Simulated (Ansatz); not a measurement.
Cartesian coordinates in Å:
```
C -1.2176 -1.3313 -0.3690
C -0.0241 -0.6245 -1.0088
Si 0.5872 0.8250 -0.0260
N 1.0883 0.5441 1.5791
O -0.6419 1.9072 -0.0408
Cl 2.2766 1.5756 -0.9515
H -1.5509 -2.1779 -0.9740
H -0.9672 -1.7203 0.6220
H -2.0652 -0.6521 -0.2539
H 0.8129 -1.3186 -1.1374
H -0.2813 -0.2658 -2.0109
H 0.4539 0.1985 2.2797
H 2.0492 0.3454 1.7986
H -0.5198 2.6949 0.4928
```

Total charge 0; spin multiplicity 1.

(1) List the ωB97M-V/def2-TZVPP orbital energies in eV (Ansatz 0.2.0). (Best estimate.)

Results:

(1) Ansatz gave: Occupied: -2771.44, -1807.94, -526.12, -394.18, -281.27, -281.03, -261.86, -199.32, -199.21, -199.21, -148.81, -103.00, -102.93, -102.88, -30.95, -26.70, -25.32, -23.95, -20.13, -18.02, -16.58, -16.19, -14.86, -14.50, -13.98, -13.30, -12.71, -12.29, -12.01, -11.75, -11.24, -10.84, -10.01. Lowest empty: 2.01, 2.96, 3.27, 3.44, 3.89, 4.28, 4.62, 4.79.
